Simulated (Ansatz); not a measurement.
Ge2H10Si2 (`[SiH3][SiH2][GeH2][GeH3]`). Charge 0, multiplicity 1. All single points use the PBE0-D4/def2-TZVP geometry. It is one conformer, not always the lowest.

```xyz
14

Si   -0.354    2.168    0.919
Si    0.951    0.277    1.344
Ge    1.080   -1.057   -0.624
Ge   -1.146   -1.574   -1.430
H    -1.731    1.745    0.548
H    -0.430    3.056    2.111
H     0.226    2.937   -0.215
H     0.321   -0.529    2.427
H     2.314    0.678    1.792
H     1.845   -2.365   -0.347
H     1.842   -0.288   -1.720
H    -1.964   -2.256   -0.320
H    -1.867   -0.279   -1.839
H    -1.089   -2.512   -2.647
```

(1) What is the dipole moment at ωB97M-V/def2-TZVPP? (Best estimate.)

(2) And with PBE, r2SCAN, B3LYP? (An estimate is asked.)

(3) Give the Mulliken charges with ωB97M-V, PBE, r2SCAN in def2-TZVPP. (An estimate is asked.)

Answers

(1) Ansatz gave: 0.17 D, with components (0.11, 0.03, 0.13) D in this frame, pointing from negative to positive charge.

(2) The calculation gave: PBE 0.12 D, r2SCAN 0.14 D, B3LYP 0.18 D.

(3) Ansatz gave: 
```csv
atom,ωB97M-V,PBE,r2SCAN
Si1,0.05,0.12,0.18
Si2,0.05,0.06,0.12
Ge3,-0.13,0.01,-0.02
Ge4,-0.06,0.01,0.03
H5,-0.02,-0.04,-0.06
H6,-0.02,-0.04,-0.06
H7,-0.01,-0.04,-0.06
H8,-0.01,-0.04,-0.06
H9,-0.01,-0.04,-0.06
H10,0.03,0.00,0.00
H11,0.03,0.00,0.00
H12,0.02,0.00,-0.01
H13,0.03,0.00,0.00
H14,0.02,0.00,-0.01
```

B3LYP here is the variant with VWN-RPA as its local correlation; programs differ in this.
